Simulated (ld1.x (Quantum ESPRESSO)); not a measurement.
# u(r) = r·R(r): atom against pseudo-atom (Fe (Z = 26))

Columns: radius, all-electron u(r) and pseudo u(r) of the 3d shell (level -25.72 eV) of iron in the configuration [Ne] 3s2 3p6 3d6 4s0 4p0; PBE, scalar-relativistic, TM scheme, ld1.x (Quantum ESPRESSO) 7.5.

| r (bohr) | all-electron | pseudo |
| --- | --- | --- |
| 0.065 | 0.0253 | 0.0070 |
| 0.130 | 0.1255 | 0.0522 |
| 0.195 | 0.2738 | 0.1575 |
| 0.260 | 0.4335 | 0.3184 |
| 0.325 | 0.5804 | 0.5067 |
| 0.390 | 0.7029 | 0.6845 |
| 0.455 | 0.7979 | 0.8219 |
| 0.520 | 0.8661 | 0.9076 |
| 0.585 | 0.9100 | 0.9479 |
| 0.650 | 0.9332 | 0.9575 |
| 0.715 | 0.9397 | 0.9506 |
| 0.780 | 0.9332 | 0.9363 |
| 0.845 | 0.9172 | 0.9175 |
| 0.910 | 0.8942 | 0.8942 |
| 0.975 | 0.8663 | 0.8663 |
| 1.040 | 0.8352 | 0.8352 |
| 1.105 | 0.8021 | 0.8021 |
| 1.170 | 0.7680 | 0.7680 |
| 1.235 | 0.7334 | 0.7334 |
| 1.300 | 0.6989 | 0.6989 |
| 1.365 | 0.6648 | 0.6648 |
| 1.430 | 0.6315 | 0.6315 |
| 1.495 | 0.5991 | 0.5991 |
| 1.560 | 0.5677 | 0.5677 |
| 1.625 | 0.5375 | 0.5375 |
| 1.690 | 0.5084 | 0.5084 |

(1) How many radial nodes do the two functions have?

(2) At about which radius was the pseudo-wave matched?

(3) Is the pseudo-wave norm-conserving?

Answers

(1) The all-electron 3d function has n − l − 1 = 0; the pseudo-wave has 0.

(2) 0.95 bohr. The columns agree to 0.0005 from 0.84 bohr on; several derivatives are matched, so the curves merge somewhat inside the radius.

(3) Yes: the TM scheme keeps the norm inside the radius equal to the all-electron one, which fixes the energy derivative of the logarithmic derivative at the level.
